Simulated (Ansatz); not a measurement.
`FB(F)C[SiH3]` + `C#CS` → `C#CS[SiH3]` + `CB(F)F`  (ligand exchange at the Si–C bond)

Gas-phase electronic energies from Ansatz, PBE0-D4/def2-TZVP geometries. CCSD(T)/CBS adds triple-zeta CCSD(T) − MP2 to the extrapolated MP2 energy (def2 sets, frozen cores). This one scheme is used for every species. Each species was taken in one conformer, which may not be the lowest.

| species | HF/def2-TZVPP energy (Eh) |
| --- | --- |
| `FB(F)C[SiH3]` | -553.54550 |
| `C#CS` | -474.39496 |
| `C#CS[SiH3]` | -764.52597 |
| `CB(F)F` | -263.43584 |

Question: Work out ΔE.

Answer: ΔE = (-764.52597) + (-263.43584) − (-553.54550) − (-474.39496) = -0.02135 Eh = -56.1 kJ/mol. CCSD(T)/CBS gives -55.8 kJ/mol.

Largest T1 diagnostic among the species: 0.013.
